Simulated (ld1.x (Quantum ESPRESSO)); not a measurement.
What one change does to a pseudopotential (cadmium (Cd), TM)

* Element: Cd
* Generator: ld1.x (Quantum ESPRESSO) 7.5
* Type: norm-conserving Troullier–Martins (Kleinman–Bylander form)
* Functional: PBE
* Relativity: non-relativistic
* Frozen core: [Ar] 3d10
* Valence charge: 20
* Reference configuration: 4s2 4p6 4d9 5s0 5p0 (charge +3)
* Partial waves: 4s (bound): rc 1.15 bohr; 4d (bound): rc 1.15 bohr; 4p (bound): rc 0.90 bohr
* Local potential: the p channel
* Core correction: none

All-electron outer shells of the reference configuration (PBE, non-relativistic, ld1.x):

| shell | level (eV) | outermost node (bohr) | outermost maximum (bohr) |
| --- | --- | --- | --- |
| 3d | -435.02 | – | 0.27 |
| 4s | -133.06 | 0.44 | 0.82 |
| 4p | -100.04 | 0.44 | 0.85 |
| 4d | -46.38 | 0.41 | 0.97 |
| 5s | -31.01 | 1.08 | 2.10 |
| 5p | -23.87 | 1.17 | 2.41 |

Change: all radii scaled by about 1.13 (s 1.30, p 1.02, d 1.30 bohr).

Cutoffs: the cutoffs (Ry, on a coarse ladder) from which the occupation-weighted sum of valence levels, in a spherical-Bessel basis at the reference potential, stays within 10 and 1 mRy of its value at 400 Ry; they do not see the model core or the augmentation charge, which bear on the density cutoff. Errors are all-electron minus pseudo energies relative to the spin-unpolarised reference configuration.

Problem. Predict the effect on cutoff, ghosts and configuration errors.

Solution. The potential gets softer (180 Ry and 260 Ry → 160 Ry and 200 Ry); of the 7 tests that both files solve, the error grows in 5 and shrinks in 0 by more than 15 % and 0.3 meV (median size 268.6 → 548.8 meV); neither file shows a bound ghost. A larger radius leaves more room for a smooth pseudo-wave, so fewer plane waves are needed. More of the atom is replaced by a form fitted at one configuration, so other configurations suffer.

| quantity | base | changed |
| --- | --- | --- |
| cutoff, loose | 180 Ry | 160 Ry |
| cutoff, tight | 260 Ry | 200 Ry |
| loose cutoff by channel (10 mRy a level) | s 110 Ry, d 70 Ry, p 90 Ry | s 90 Ry, d 70 Ry, p 90 Ry |
| bound ghosts | none | none |
| error for 4s2 4p6 4d10 5s2 5p0, meV [ΔE -63.50 eV] | +312 | +639 |
| error for 4s2 4p6 4d10 5s1 5p0, meV [ΔE -54.76 eV] | +204 | +416 |
| error for 4s2 4p6 4d10 5s0 5p0, meV [ΔE -38.50 eV] | +3.6 | +4.0 |
| error for 4s2 4p6 4d8 5s0 5p0, meV [ΔE 54.69 eV] | +6.9 | +7.7 |
| error for 4s2 4p6 4d10 5s1.5 5p0, meV [ΔE -60.02 eV] | +269 | +549 |
| error for 4s2 4p6 4d9 5s2 5p0, meV [ΔE -44.56 eV] | +506 | +1043 |
| error for 4s2 4p5 4d10 5s2 5p0, meV [ΔE 8.94 eV] | +542 | +1118 |
